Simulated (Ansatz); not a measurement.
`Sc1cnc(-c2cnc(-c3cnc(-c4cnc(S)s4)s3)s2)s1`. Total charge 0; singlet. Geometry PBE-D4/def2-SVP.

Cartesian coordinates in Å:
```
S -5.861 -5.159 -3.322
C -4.792 -3.986 -2.566
C -5.076 -2.845 -1.820
N -4.001 -2.143 -1.371
C -2.862 -2.696 -1.737
C -1.554 -2.188 -1.414
C -0.285 -2.675 -1.738
N 0.772 -1.963 -1.282
C 0.373 -0.905 -0.591
C 1.282 0.036 0.016
C 2.678 -0.005 -0.020
N 3.326 0.994 0.627
C 2.477 1.843 1.185
C 2.870 3.004 1.939
C 2.111 3.980 2.578
N 2.801 4.967 3.217
C 4.098 4.780 3.089
S 5.328 5.836 3.770
S 4.573 3.360 2.162
S 0.772 1.434 0.930
S -1.383 -0.732 -0.467
S -3.064 -4.177 -2.703
H -7.004 -4.532 -2.925
H -6.096 -2.502 -1.590
H -0.116 -3.586 -2.333
H 3.232 -0.799 -0.540
H 1.010 3.991 2.590
H 4.392 6.665 4.313
```

Single mean-field runs in def2-TZVP are fitted with def2-universal-jkfit.

(1) Estimate the orbital energies around the gap (eV) in Ansatz with PBE-D4/def2-SVP, PBE-D4/def2-TZVP, r2SCAN-D4/def2-TZVP, PBE0-D4/def2-SVP, PBE0-D4/def2-TZVP.

Results:

(1) 
```tsv
orbital	PBE-D4/def2-SVP	PBE-D4/def2-TZVP	r2SCAN-D4/def2-TZVP	PBE0-D4/def2-SVP	PBE0-D4/def2-TZVP
HOMO−5	-6.83	-6.90	-7.17	-8.23	-8.29
HOMO−4	-6.60	-6.79	-7.16	-8.09	-8.17
HOMO−3	-6.46	-6.64	-7.01	-8.06	-8.06
HOMO−2	-6.23	-6.31	-6.54	-7.38	-7.39
HOMO−1	-5.55	-5.63	-5.81	-6.58	-6.58
HOMO	-4.99	-5.05	-5.18	-5.87	-5.85
LUMO	-3.19	-3.31	-3.29	-2.70	-2.75
LUMO+1	-2.37	-2.52	-2.45	-1.71	-1.79
LUMO+2	-1.63	-1.85	-1.73	-0.82	-0.99
LUMO+3	-1.33	-1.73	-1.55	-0.45	-0.81
LUMO+4	-0.97	-1.50	-1.28	0.00	-0.53
LUMO+5	-0.93	-1.44	-1.22	0.02	-0.48
```
